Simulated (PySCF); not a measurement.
Radial density of Br⁺ (bromine, charge +1)

BHandHLYP, [Ar] 3d10 4s1 4p5, high-spin 3P determinant (an excited configuration). Computed with PySCF 2.14 in aug-cc-pVQZ-PP with one added diffuse shell each of s, p, d, f, g type with ECP10MDF (8s7p6d4f3g, 114 functions), with a scalar-relativistic core potential. This is the valence pseudo-density: the core potential removes the inner electrons and smooths the orbitals near the nucleus.

```
r (bohr)  4πr²ρ (e/bohr)  4πr²(ρα − ρβ)
0.000958       6.445e-05         0.0000
 0.00161       0.0001787         0.0000
 0.00271       0.0004816         0.0000
 0.00456        0.001239         0.0001
 0.00767        0.003024         0.0003
  0.0129        0.006699         0.0006
  0.0217         0.01314         0.0011
  0.0365         0.02555         0.0018
  0.0614          0.1009         0.0022
   0.103          0.8139         0.0030
   0.174           5.277         0.0180
   0.292           21.12         0.1911
   0.491           34.22         0.2348
   0.827           12.40         0.1899
    1.39           4.477         1.4907
    2.34           2.147         0.6000
    3.93          0.1707         0.0108
    6.62       0.0009322        -0.0002
```

Energies and moments cover only the electrons outside the core potential.
